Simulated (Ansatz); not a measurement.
The cluster B₃As₃. The state is a singlet with charge 0. Geometry r2SCAN-D4/def2-SVP, basis def2-TZVP, Ansatz.

```xyz
6

B    -0.006    0.946    0.199
B    -0.098   -0.782   -0.210
B    -1.417    0.199    0.307
As   -1.806   -1.653    0.265
As    1.804    1.457    0.593
As    1.523   -0.168   -1.154
```

| run | HOMO (eV) | LUMO (eV) |
| --- | --- | --- |
| A | -5.44 | -4.20 |
| B | -5.64 | -4.29 |
| C | -6.27 | -3.65 |
| D | -5.54 | -4.08 |

Another isomer (singlet) lies 0.22 eV lower at PBE0-D4/def2-TZVP; other spin states weren't run for this one.

The runs used B97M-V, PBE, PBE0, r2SCAN. Estimate which is which.

A PBE (0 % exact exchange); B r2SCAN (0 % exact exchange); C PBE0 (25 % exact exchange); D B97M-V (0 % exact exchange). Exact exchange lowers occupied and raises empty levels; among semilocal functionals meta-GGAs tend to open the gap a little, and such runs are hard to tell apart. The gap grows from 1.23 eV (PBE) to 2.62 eV (PBE0). The restricted singlet is unstable towards broken spin symmetry in Hartree–Fock (as tested in another run); at PBE-D4/def2-TZVP, r2SCAN-D4/def2-TZVP, PBE0-D4/def2-TZVP, B97M-V/def2-TZVP this wasn't settled.
